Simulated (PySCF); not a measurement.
**A small calculation by hand: dipole moment from atomic charges**

Si(H)3(SH) (H4SSi), SMILES [SiH3]S. Atoms are numbered in the order given.

```xyz
6

Si     0.0046    -1.0301     0.0000
S     -0.0811     1.1079     0.0000
H      0.6945    -1.5523     1.2057
H     -1.4101    -1.4682     0.0000
H      0.6945    -1.5523    -1.2057
H      1.2540     1.2686     0.0000
```
Charge 0, spin multiplicity 1.

Geometry: r2SCAN-D4/def2-TZVP.

Charges (e) from r2SCAN/def2-TZVPD (PySCF):

```
atom  ESP fit     IAO
----  -------  ------
Si1     0.131   0.570
S2     -0.274  -0.319
H3     -0.035  -0.126
H4      0.022  -0.110
H5     -0.035  -0.126
H6      0.192   0.110
```

The dipole moment of the full density is 0.99 D.

**Question.** What dipole moment does each set of point charges give, and which comes closer to that of the density?

**Answer.** 
μ = Σ q r, and 1 e Å = 4.8032 D.
ESP fit: Σ q r = (0.184, -0.119, 0.000) e Å, |μ| = 1.05 D.
IAO: Σ q r = (0.147, -0.248, 0.000) e Å, |μ| = 1.39 D.
ESP fit comes closer in size. Point charges leave out the atoms' own dipoles (lone pairs, polarised bonds); fits to the potential absorb them, partitions of the density don't.
